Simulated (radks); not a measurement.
Task: Radial electron density D(r) = 4 pi r^2 rho(r) of an atom or ion with 35 electrons. All-electron calculation, Dirac Kohn-Sham, PBE, spin-unpolarised, spherical densities, finite nucleus; Fermi nuclear charge, rms radius of each element as measured or else 0.836 A^(1/3) + 0.57 fm. Program: a radial shooting solver on a logarithmic mesh with Libxc functionals.

r (bohr),D(r) (e/bohr)
0.003103,3.720
0.003555,4.682
0.00404,5.788
0.004629,7.212
0.005303,8.932
0.006027,10.85
0.006905,13.25
0.007848,15.85
0.008991,18.98
0.0103,22.47
0.01171,26.01
0.01341,29.94
0.01537,33.88
0.01747,37.39
0.02001,40.66
0.02293,43.17
0.02606,44.61
0.02985,45.00
0.0342,44.21
0.03887,42.57
0.04453,40.33
0.05102,38.25
0.05799,37.16
0.06644,37.56
0.07612,39.88
0.08651,43.57
0.09911,48.17
0.1126,51.84
0.1291,53.54
0.1479,51.94
0.168,47.45
0.1925,40.77
0.2206,34.34
0.2507,30.54
0.2872,29.99
0.3291,32.43
0.374,35.53
0.4285,37.19
0.4909,35.48
0.5579,30.74
0.6392,23.73
0.7323,16.68
0.8323,11.44
0.9536,7.975
1.093,6.372
1.242,5.824
1.423,5.467
1.617,4.901
1.852,3.960
2.122,2.842
2.412,1.853
2.763,1.035
3.166,0.5049
3.598,0.2250
4.123,0.08128
4.723,0.02427
5.368,0.006366
6.15,0.001208

What is the nuclear charge?

Result: Z = 36. The innermost maximum, from 1s, lies near gamma/Z bohr with gamma = sqrt(1 - (Z/c)^2) = 0.965, here 0.0268 bohr (found: 0.0291), and its height grows with Z. The density is that of the krypton ion Kr+ in [Ar] 3d10 4s2 4p5; the configuration itself is not fixed sharply by these data, and Z only to about a unit. D(r) has 3 maxima, at r = 0.0291, 0.130, 0.432 bohr, and minima at 0.0604, 0.274 bohr, inside which lie 2.08, 11.03 electrons.
